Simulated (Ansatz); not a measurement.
Relaxation of BClH5NO (9 atoms, charge 0, multiplicity 1), to a largest force component of 0.03 eV/Å in at most 50 steps.

These are results of RKS PBE0/6-31G* in Ansatz, not measurements.

```xyz
9
Properties=species:S:1:pos:R:3
B 0.080 0.501 -0.421
O 0.029 -0.112 2.116
H -0.906 -0.356 2.131
N 1.321 0.092 -0.874
H 1.497 -0.870 -1.119
H 2.145 0.674 -0.848
H -0.896 -0.173 -0.495
Cl -0.133 2.263 0.060
H 0.018 0.866 2.214
```

**Question.** Where does it end, and by what steps?

**Answer.** The forces met the threshold. After 9 steps the energy has fallen by 0.038 eV; O2 moved furthest, 0.25 Å.

```
step  energy less start (eV)  largest force component (eV/Å)  accepted
   0                  0.0000                           0.807       yes
   1                 -0.0188                           0.558       yes
   2                 -0.0263                           0.568       yes
   3                 -0.0323                           0.340       yes
   4                 -0.0370                           0.151       yes
   5                 -0.0379                           0.056       yes
   6                 -0.0378                           0.044        no
   7                 -0.0381                           0.033       yes
   8                 -0.0383                           0.034       yes
   9                 -0.0383                           0.013       yes
```

```xyz
9
Properties=species:S:1:pos:R:3
B 0.089 0.511 -0.511
O -0.066 -0.174 2.343
H -1.020 -0.205 2.193
N 1.346 0.114 -0.931
H 1.536 -0.838 -1.206
H 2.160 0.711 -0.899
H -0.857 -0.213 -0.559
Cl -0.161 2.206 0.007
H 0.129 0.773 2.327
```

Whether the end is a true minimum wasn't checked by a vibrational analysis.

Run time: 33 s on 1 thread of Arm Neoverse V2, on a shared host, peak memory 0.16 GiB.
